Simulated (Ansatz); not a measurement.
Ansatz (a quantum-chemistry and plane-wave program) job for stibine cation (H3Sb), SMILES [SbH3] (connectivity only; charge and spin as stated), charge +1, multiplicity 2, ωB97X-V/def2-TZVPD. Coordinates come from a B3LYP-D3(BJ)/def2-TZVPD optimisation. The multiplicity is an assumed one; other spin states were not compared. The def2 effective core potentials stand for the cores of Sb; spin–orbit coupling is left out.

Ansatz 0.2 input:
```yaml
crystal:
  periodic: [false, false, false]
  atoms:
    - {symbol: Sb, position_ang: [0.00000000, 0.00000000, 0.03059637]}
    - {symbol: H, position_ang: [-1.37758832, -0.79535099, -0.52013835]}
    - {symbol: H, position_ang: [-0.00000000, 1.59070197, -0.52013835]}
    - {symbol: H, position_ang: [1.37758831, -0.79535099, -0.52013836]}
basis:
  gaussian:
    orbitals: def2-TZVPD
hamiltonian:
  xc: {name: wB97X-V}
total_charge: 1
magnetization: {spin_polarized: true, initial_magnetization: 1}
```

Program output:

```
WARN ansatz: RAYON_NUM_THREADS=1 ignored (pool sized by the plan → 1); use --threads N
Functional definition: wB97X-V
integrals: 0.03 GiB planned
623 factors; their error is unknown
integrals: 0.06 GiB planned
216 factors; integrals over basis functions are off by at most 1.1e-5 eV
mean field: 0.37 GiB planned
mean field evaluation 1: about -6575.7412 eV, gradient 6.0e0 eV
mean field evaluation 2: about -6575.9421 eV, gradient 2.8e0 eV
mean field evaluation 4: about -6575.9724 eV, gradient 1.0e-1 eV
mean field evaluation 8: about -6576.0799 eV, gradient 4.7e-2 eV
mean field evaluation 16: about -6576.0799 eV, gradient 4.3e-5 eV
mean field -6576.07987006 eV, -241.6664777976 hartree, gradient 4.3e-5 eV, S^2 0.751512; 0 other end points of the search recorded, 0 dependent functions left out
reference -6576.07986916 eV, -241.6664777646 hartree; 13, 12 occupied and 70, 71 virtual orbitals, 623 factors
Total energy: -6576.07986916 eV, -241.6664777646 hartree
```

The calculation finished and met its thresholds.

Cost: roughly 2.8 core-seconds.
